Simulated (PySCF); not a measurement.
Mg(iPr)(NH2) (C₃H₉MgN), SMILES C[CH](C)[Mg][NH2]. Heavy atoms are numbered as in [Mg:1]([CH:2]([CH3:3])[CH3:4])[NH2:12]. Hydrogens are named by the atom that carries them.

Geometry: B3LYP-D3(BJ)/def2-SVP. The structure was generated by enumeration; whether it is a known compound was not checked. The values are those of a single conformer.

Method: KT2/pcSseg-1 (PySCF).

GIAO shieldings, no solvent; atoms alike by connectivity are averaged. δ = σ(ref) − σ: ¹³C against TMS (σ = 185.1 ppm); ¹H against TMS (σ = 31.47 ppm); ¹⁵N against NH3 (σ = 266.2 ppm), references at their B3LYP-D3(BJ)/def2-TZVP geometries, non-relativistic.

| atoms | nucleus | count | δ (ppm) |
|---|---|---|---|
| C3 (CH3) | ¹³C | 2 | 29.4 |
| C2 (CH) | ¹³C | 1 | 21.9 |
| H on C3 | ¹H | 6 | 1.83 |
| H on C2 | ¹H | 1 | ___ |
| H on N12 | ¹H | 2 | ___ |
| N12 (NH2) | ¹⁵N | 1 | ___ |

### Question
Complete the blanks. (An estimate is asked for; the answer gives what the named calculation found.)

### Answer

- N12 (NH2), δ (ppm): -22.3
- H on C2, δ (ppm): 1.28
- H on N12, δ (ppm): -1.25
